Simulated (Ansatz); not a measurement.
Input for Ansatz (an electronic-structure program): U-CCSD(T)/cc-pVQZ on BF (SMILES [B]F), 2S+1 = 3, a spin state set in the input, which need not be the lowest, at the other state's geometry.

Ansatz 0.2 input:
```yaml
crystal:
  periodic: [false, false, false]
  atoms:
    - {symbol: B, position_ang: [-0.00000000, -0.00000000, -0.81316192]}
    - {symbol: F, position_ang: [0.00000000, 0.00000000, 0.45175662]}
basis:
  gaussian:
    orbitals: cc-pVQZ
magnetization: {spin_polarized: true, initial_magnetization: 2}
correlation: {method: ccsd_t, electrons: outside_noble_gas}
scf: {omitted_lower_state_checks: [cluster_reference]}
```

The head of its log:

```
Functional definition: HF
[...]
these checks for a lower state are left out or cut short: cluster_reference
integrals: 0.23 GiB planned
680 factors; integrals over basis functions are off by at most 1.1e-3 eV
mean field: 0.21 GiB planned
mean field evaluation 1: about -3374.0911 eV, gradient 1.6e1 eV
mean field evaluation 2: about -3374.0926 eV, gradient 1.6e1 eV
mean field evaluation 4: about -3375.9887 eV, gradient 3.5e0 eV
mean field evaluation 8: about -3376.1610 eV, gradient 1.9e-1 eV
mean field evaluation 16: about -3376.1615 eV, gradient 5.1e-2 eV
mean field -3376.16158138 eV, -124.0716496712 hartree, gradient 5.9e-6 eV, S^2 2.003174; 2 other end points of the search recorded, 0 dependent functions left out
2 core orbitals not correlated
reference -3376.16158138 eV, -124.0716496712 hartree; 6, 4 occupied and 102, 104 virtual orbitals, 680 factors
```

Problem. Predict the final total energy.

Solution. -124.4034 hartree (reference determinant -124.0716, T1 diagnostic 0.015).
